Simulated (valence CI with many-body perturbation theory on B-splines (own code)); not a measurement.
# Which ion has this spectrum?

A relativistic CI+MBPT calculation for an atom or ion with 49 electrons gives these levels (cm⁻¹):

```tsv
J	Parity	E	g
9/2	odd	0.0	0.77
11/2	odd	31174	0.97
3/2	odd	40003	0.68
13/2	odd	54966	1.08
9/2	odd	56936	1.01
5/2	odd	59496	0.87
3/2	odd	69575	1.50
5/2	odd	69730	0.81
7/2	odd	70585	1.04
15/2	odd	73811	1.14
7/2	odd	84109	1.05
13/2	odd	93536	0.96
9/2	odd	94457	1.17
11/2	odd	95135	1.11
```

The energies are calculated, and their last digits are not significant.

Problem. Which is it?
A. Tl32+
B. Re26+
C. Pt29+
D. Hg31+

Solution. C. Pt29+, ground level (4f5/2^3) J=9/2.
